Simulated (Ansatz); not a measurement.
CH8AlGaSi, relaxed with RKS PBE0-D4/def2-TZVP in the Gaussian-basis code of Ansatz from a GFN2-xTB geometry. The force threshold is 0.005 eV/Å; the program also tests the step.

Total charge 0; spin multiplicity 1. The bonds changed during the relaxation, so this is another structure than the one it started from.

Start:

```xyz
12

Al    1.552   -1.012   -0.041
C     0.352    0.456    0.542
Si   -1.404    0.013    1.164
Ga    0.128    0.904   -1.437
H     1.140   -2.507   -0.044
H     2.964   -0.653   -0.610
H     0.735    1.305    1.127
H    -1.955   -1.088    0.353
H    -1.346   -0.373    2.581
H    -2.308    1.177    1.045
H    -0.264    2.179   -2.302
H     0.406   -0.401   -2.378
```

```csv
step,energy (eV),largest force (eV/Å),largest move (Å)
1,-68005.2699,0.922,0.000
2,-68005.4224,0.465,0.193
3,-68005.4613,0.170,0.059
4 (rejected),-68005.4570,0.342,0.200
5,-68005.4780,0.063,0.100
6,-68005.4840,0.087,0.098
7,-68005.4865,0.116,0.063
8,-68005.4888,0.079,0.055
9,-68005.4916,0.055,0.049
10,-68005.4962,0.163,0.148
11,-68005.4994,0.163,0.033
12,-68005.5046,0.103,0.054
13,-68005.5073,0.038,0.047
14,-68005.5080,0.031,0.028
15,-68005.5084,0.026,0.033
16,-68005.5086,0.022,0.011
17,-68005.5087,0.008,0.012
18,-68005.5087,0.006,0.004
19 (rejected),-68005.5087,0.009,0.003
20,-68005.5088,0.001,0.001
```

End:

```xyz
12

Al    1.446   -0.926   -0.143
C     0.295    0.597    0.430
Si   -1.315    0.029    1.154
Ga    0.080    0.920   -1.465
H     0.846   -2.390   -0.018
H     2.984   -0.639   -0.422
H     0.712    1.429    0.999
H    -2.036   -0.806    0.143
H    -1.136   -0.809    2.372
H    -2.221    1.159    1.506
H    -0.389    1.941   -2.532
H     0.734   -0.506   -2.025
```

Hardware: 4 threads of an Arm Neoverse N1 on a shared host. Wall time 2.4 min, peak host memory 0.65 GiB.
